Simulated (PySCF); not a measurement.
Isomers of C6H5F2N, one GFN2-xTB conformer each. Single-point energies are computed at PBE0/pcSseg-1 (PySCF, gas phase, no added dispersion term), electronic only.

```
               SMILES  GFN2-xTB relative energy (kcal/mol)
      C#CC(F)(F)CCC#N                                 61.2
C=C=C(CF)[C@@H](F)C#N                                 67.8
        FC(F)c1ccccn1                                  0.0
```

Conformers: `[CH:1]#[C:2][C:3]([F:4])([F:5])[CH2:6][CH2:7][C:8]#[N:9]` with C2–C3–C6–C7 180°, C3–C6–C7–C8 180°; `[CH2:1]=[C:2]=[C:3]([CH2:4][F:5])[C@@H:6]([F:7])[C:8]#[N:9]` with C2–C3–C4–F5 -116°, C2–C3–C6–F7 -103°; `[F:1][CH:2]([F:3])[c:4]1[cH:5][cH:6][cH:7][cH:8][n:9]1` with F1–C2–C4–C5 59°.

Q: What does PBE0/pcSseg-1 give for the same structures?

A: 
| SMILES | PBE0/pcSseg-1 E (Eh) | PBE0/pcSseg-1 (kcal/mol) | GFN2-xTB (kcal/mol) | point group |
| --- | --- | --- | --- | --- |
| FC(F)c1ccccn1 | -485.50784 | 0.0 | 0.0 | Cs |
| C#CC(F)(F)CCC#N | -485.41584 | 57.7 | 61.2 | Cs |
| C=C=C(CF)[C@@H](F)C#N | -485.40213 | 66.3 | 67.8 | C1 |

Both levels put the same isomer lowest; measured from each level's own lowest isomer, the values differ by up to 3.5 kcal/mol (C#CC(F)(F)CCC#N: 61.2 against 57.7). As drawn, the lowest has an aromatic ring and two fluorines on one carbon, which the highest lacks; the highest has a C≡N group, cumulated double bonds and a C=C bond outside aromatic rings, which the lowest lacks.

Q: Which frontier levels, dipoles and rotational constants go with these structures?

A: 
| SMILES | HOMO (eV, PBE0/pcSseg-1) | LUMO (eV) | dipole (D) | A, B, C (MHz) |
| --- | --- | --- | --- | --- |
| FC(F)c1ccccn1 | -7.95 | -1.22 | 3.10 | 3749, 1109, 1007 |
| C#CC(F)(F)CCC#N | -9.12 | -0.33 | 3.52 | 3469, 828.7, 765.7 |
| C=C=C(CF)[C@@H](F)C#N | -8.58 | -1.04 | 3.39 | 1854, 1305, 955.3 |
